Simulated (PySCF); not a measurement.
**Correlation energy of O²⁺ (oxygen, charge +2)**

[He] 2s1 2p2 3d1, one real determinant (an excited configuration). Computed with PySCF 2.14 in dyall-acv3z (15s9p4d2f, 76 functions), with the spin-free X2C one-electron Hamiltonian (Gaussian nucleus). Frozen: 1s2; 4 electrons correlated; the 13 highest virtual orbitals of each spin left out.

```
  level  correlation energy (mhartree)
   CCSD                         -32.10
    (T)                          -2.94
CCSD(T)                         -35.04
```

Diagnostics: T1 = 0.012, D1 = 0.0331, largest double amplitude 0.294.

The real determinant used has ⟨L²⟩ near 8 against 12 for a pure F term, so it mixes terms. The outer electron is Rydberg-like, and this basis confines it to a smaller radius and binds it less than a complete one would. A double-excitation amplitude exceeds 0.15, a sign of near-degeneracy.

Cost of the coupled-cluster step: roughly 5 core-seconds, for 4 correlated electrons.

The reference is one real determinant that mixes LS terms of this configuration.
